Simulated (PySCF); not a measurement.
Sn(H)(Cl)2(OMe) (CH4Cl2OSn), SMILES C[O][SnH]([Cl])[Cl].

Coordinates come from a B3LYP-D3(BJ)/def2-SVP optimisation. The def2 effective core potentials stand for the cores of Sn; spin–orbit coupling is left out. One conformer was computed; it need not be the lowest.

Computed with PySCF with PBE/def2-TZVP.

Gas-phase values at a fixed geometry.

Computed frontier levels, gap, dipole moment and polarisability:
- highest occupied level = -6.78 eV
- lowest empty level = -3.07 eV
- orbital gap = 3.70 eV
- dipole moment = 1.30 D
- quadrupole, principal values (traceless, Buckingham form, about the centre of nuclear charge) = -5.33, -4.15, 9.49 D·Å
- mean static polarisability = 81.1 bohr³ (12.01 Å³)
- polarisability, principal values = 73.1, 83.6, 86.4 bohr³
